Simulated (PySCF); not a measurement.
Radial density of Ti (titanium, neutral)

UHF, [Ar] 3d2 4s1 4p1, one real determinant (an excited configuration). Computed with PySCF 2.14 in x2c-QZVPPall, with scalar relativity by spin-free X2C-1e.

```csv
r (bohr),4πr²ρ (e/bohr),4πr²(ρα − ρβ)
0.00112,0.1420,0.0000
0.00189,0.3693,0.0001
0.00318,0.9402,0.0003
0.00534,2.312,0.0007
0.00899,5.356,0.0016
0.0151,11.20,0.0033
0.0254,19.67,0.0053
0.0428,25.95,0.0054
0.0719,23.08,0.0016
0.121,19.77,0.0086
0.203,27.55,0.0626
0.342,19.39,0.2472
0.576,7.841,0.8579
0.968,10.06,1.3350
1.63,3.326,0.9347
2.74,0.8154,0.7393
4.61,0.4096,0.4095
7.75,0.04695,0.0469
13.0,0.0004597,0.0005
```

Densities and radii are taken from the X2C orbitals without a picture-change correction, which distorts them close to the nucleus.

⟨L²⟩ = 14.05 against 20 for a pure G term, so this real determinant mixes terms.
